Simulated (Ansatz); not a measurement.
The molecule CdH+, closed-shell singlet (lowest of 2S+1 = 1, 3 at CCSD(T)/def2-TZVPP on PBE0 minima; our sources give no spin for the ground state, which may be another). No spin–orbit coupling.

Seven points along R, fitted to fifth degree in 1/R; most abundant isotopes. Runs in def2 and cc sets follow the lowest solution found near the PBE0 minimum. The singlet is held restricted. HF and MP2 rows in def2 and cc sets belong to the determinant that coupled cluster picked by its CCSD energy.

The values were computed with Ansatz (a program for electronic structure). Values without a source in brackets are computed. In def2 rows elements past Kr take small-core potentials, without spin–orbit coupling.

Energies at HF/def2-QZVPP:

```csv
R (Å),E (hartree)
1.546359,-167.14529799
1.587928,-167.14822213
1.626172,-167.14986249
1.669403,-167.15067672
1.712635,-167.15054724
1.762517,-167.14941264
1.820714,-167.14699383
```

With a reduced mass of 0.9990 u, find the minimum, the force constant and the constants.

A fifth-degree polynomial in 1/R puts the minimum at r_e = 1.6844 Å with force constant 208 N/m. Then ω_e = (1/2πc)√(k/μ) = 1878 cm⁻¹ and B_e = h/(8π²cμr_e²) = 5.948 cm⁻¹; the cubic and quartic terms give α_e = 0.13 and ω_e x_e = 24 cm⁻¹.
